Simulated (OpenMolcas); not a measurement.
**Cr2+: effect of correlating more closed shells**

```yaml
Program: OpenMolcas 26.06
Basis: ANO-RCC-VTZP [6s5p3d2f1g]
Scalar_Hamiltonian: DKH2, point nucleus
Active_space: 4 electrons in 5 orbitals (3d)
State_averaging: 2S+1 = 5 even, 5 roots; 2S+1 = 3 even, 45 roots; 2S+1 = 1 even, 50 roots
Spin-orbit_coupling: RASSI with atomic mean-field integrals over the reference wave functions, term energies averaged over their components
```

Methods on the same reference wave functions:
A. CASSCF
B. MS-CASPT2, IPEA 0.25 Eh, imaginary shift 0.1 Eh (closed shells correlated: none)
C. MS-CASPT2, IPEA 0.25 Eh, imaginary shift 0.1 Eh (closed shells correlated: 3s 3p)
D. MS-CASPT2, IPEA 0.25 Eh, imaginary shift 0.1 Eh (closed shells correlated: 2s 2p 3s 3p)

Energies in cm-1 above 3d4 5D0, the measured ground level; measured values from Sugar and Corliss, J. Phys. Chem. Ref. Data 6, 317 (1977).

| Level | A | B | C | D | Measured |
| --- | --- | --- | --- | --- | --- |
| 3d4 5D0 | 0.0 | 0.0 | 0.0 | 0.0 | 0.0 |
| 3d4 5D1 | 64.8 | 65.8 | 66.0 | 66.0 | 62.2 |
| 3d4 5D2 | 193 | 195 | 195 | 195 | 183 |
| 3d4 5D3 | 379 | 383 | 383 | 383 | 357 |
| 3d4 5D4 | 621 | 624 | 624 | 624 | 576 |
| 3d4 3H4 | 20113 | 18780 | 17530 | 17580 | 17274 |
| 3d4 3H5 | 20245 | 18920 | 17670 | 17720 | 17397 |
| 3d4 3H6 | 20397 | 19070 | 17830 | 17870 | 17531 |
| 3d4 3P0(1) | 21815 | 17530 | 16780 | 16760 | 16771 |
| 3d4 3P1(1) | 22196 | 17910 | 17170 | 17160 | 17169 |
| 3d4 3P2(1) | 22898 | 18620 | 17870 | 17860 | 17851 |
| 3d4 3F2(1) | 23108 | 19940 | 18690 | 18700 | 18452 |
| 3d4 3F3(1) | 23161 | 20010 | 18760 | 18760 | 18511 |
| 3d4 3F4(1) | 23240 | 20100 | 18840 | 18840 | 18583 |
| 3d4 3G3 | 25343 | 23010 | 21210 | 21220 | 20704 |
| 3d4 3G4 | 25505 | 23180 | 21370 | 21390 | 20853 |
| 3d4 3G5 | 25653 | 23340 | 21530 | 21540 | 20996 |
| 3d4 1I6 | 30170 | 28350 | 26500 | 26570 | 26015 |
| 3d4 1G4(1) | 31770 | 28150 | 26000 | 26010 | 25139 |
| 3d4 3D3 | 32737 | 29130 | 26430 | 26390 | 25726 |
| 3d4 3D2 | 32792 | 29170 | 26480 | 26450 | 25781 |
| 3d4 3D1 | 32847 | 29240 | 26540 | 26500 | 25848 |
| 3d4 1S0(1) | 36881 | 31230 | 28070 | 28020 | 27372 |
| 3d4 1D2(1) | 39486 | 34110 | 33170 | 33170 | 32152 |

Deviations, from unrounded energies. A percentage is the sum of absolute deviations over the sum of measured energies, with the sign that they share, or ± where signs differ.

```csv
Against measurement,Levels,A,B,C,D
mean absolute deviation (cm-1),23,4400,1700,370,370
fine structure of the ground term (%),4,+6.8,+7.5,+7.6,+7.6
other terms of the ground configuration (%),19,+24.4,+9.7,+2.0,±2.1
```

C, D lie about equally close to measurement and A furthest from it. The largest miss of C in the table is 3d4 1D2(1), by +1000 cm-1. The ranking rests on the paired levels alone, and a cruder setting can come out closer through cancelling errors.

Among B to D the level of the table that moves most is 3d4 1S0(1), by 3200 cm-1 (lowest in D, highest in B). Moves below CASPT2's spread within the term are not significant.

The two smallest mean deviations differ by little beside CASPT2's spread within terms, so their order carries little weight.

From A to B the spin-free energies of the other terms of 3d4 shown, above 5D, scale by factors of 0.81 to 0.94, as is usual when dynamic correlation screens the repulsion within a d or f shell.

The lowest spin-free term lies below A's lowest term by 0.047 hartree in B, 0.382 hartree in C, 0.423 hartree in D.

What an inner shell adds also hangs on whether the basis holds functions to correlate it.

CASPT2 does not keep the components of a term degenerate, so their means are used; among the terms shown or strongly mixed into the levels shown the widest spread is 1000 cm-1 (3d4 1I, D). The CASPT2 spread within a term exceeds the gap to the next term for 3d4 1G(1) and 3d4 1I, so the order of their levels is uncertain (figures for B; the like holds for C, D). Without dynamic correlation excited terms often stand tens of per cent too high (terms of higher spin than the ground term too low), and those without a measured partner can miss by more than the paired ones (holds for A). Measured partners are found by configuration, term and J. A level has none where our copy of the source lacks it or the pairing is in doubt (some pairs that miss far off the trend of their configuration count as doubtful), and it then counts in no deviation. Only configurations of the active space appear. Levels that lie high or do not pair safely by name in every column are left out.

A number in round brackets counts repeated terms of one configuration in the order of the reference energies.
